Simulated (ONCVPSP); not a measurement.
**molybdenum (Mo): one change to an ONCV potential, before and after**

ONCVPSP 4.0.1 input, shortened (lines: element, Z, core and valence counts, functional; n l f; lmax; l rc ep ncon nbas qcut; lloc lpopt rc5 dvloc0; l nproj debl; icmod fcfact rcfact), PBE, fully relativistic:

```
  Mo 42.00    6    3        4      upf
    1    0    2.00
    2    0    2.00
    2    1    6.00
    3    0    2.00
    3    1    6.00
    3    2   10.00
    4    0    2.00
    4    1    6.00
    4    2    3.00
    2
    0    1.05    0.00    4    7    5.80
    1    1.20    0.00    3    7    7.70
    2    1.70    0.00    3    6    5.80
    4    5    0.80   -1.00
    0    2    3.70
    1    2    0.90
    2    2    3.80
    3    4.25    1.10
```

Open shells are filled in proportion to 2j + 1.

In the p channel the program set the typed energies aside and used -2.542, 0.250 Ha (j = l + 1/2; the other j can differ).

All-electron outer shells of the reference configuration (PBE, scalar-relativistic, ld1.x):

```tsv
shell	level (eV)	outermost node (bohr)	outermost maximum (bohr)
4s	-96.30	0.51	0.99
4p	-70.02	0.52	1.06
4d	-32.91	0.53	1.32
```

Change: local potential polynomial inside 1.00 bohr (lpopt 5, dvloc0 3 Ha).

Cutoffs: the cutoffs (Ha) at which the residual kinetic energy of the hardest occupied pseudo-wave falls to 1 and 0.1 mHa per electron; they do not see the model core or the augmentation charge, which bear on the density cutoff. Errors are all-electron minus pseudo energies relative to the spin-unpolarised reference configuration.

Question: Predict the effect on cutoff, ghosts and configuration errors.

Answer: The potential gets neither clearly harder nor softer (87 Ha and 108 Ha → 87 Ha and 108 Ha); the bound ghost in s disappears; the lowest positive-energy flag moves from d5/2 at 25.0 eV to s at 164.7 eV; the errors of the 4 common tests hardly move. In the separable form a ghost depends on how the local part lies against the semilocal potential of the channel, so the choice of the local part can create or remove one.

```tsv
quantity	base	changed
cutoff, loose	87 Ha	87 Ha
cutoff, tight	108 Ha	108 Ha
bound ghosts	s	none
GHOST(+) flags under 300 eV	d5/2 at 25.0 eV, d3/2 at 109.5 eV, p3/2 at 217.2 eV, p1/2 at 227.4 eV	s at 164.7 eV
error for 4s2 4p6 4d5 5s1, meV [ΔE -49.09 eV]	+9.5	+9.8
error for 4s2 4p6 4d5, meV [ΔE -42.20 eV]	+13	+12
error for 4s2 4p6 4d4, meV [ΔE -26.74 eV]	+6.5	+6.2
error for 4s1 4p6 4d5 5s1, meV [ΔE 21.09 eV]	-48	-46
s: phases at 1.07 bohr within 0.05 rad from the reference energy up to (Ha; the scan ends near 5)	to the end of the scan	to the end of the scan
p3/2: phases at 1.22 bohr within 0.05 rad from the reference energy up to (Ha; the scan ends near 5)	to the end of the scan	to the end of the scan
p1/2: phases at 1.22 bohr within 0.05 rad from the reference energy up to (Ha; the scan ends near 5)	to the end of the scan	to the end of the scan
d5/2: phases at 1.73 bohr within 0.05 rad from the reference energy up to (Ha; the scan ends near 5)	to the end of the scan	to the end of the scan
d3/2: phases at 1.73 bohr within 0.05 rad from the reference energy up to (Ha; the scan ends near 5)	to the end of the scan	to the end of the scan
rms error of d²Exc/dni dnj with the model core, mHa	7.91	7.94
```

 A true bound ghost makes a file unfit for plane-wave use even where its test errors are small: the radial tests pick states by their node count and pass the ghost by.
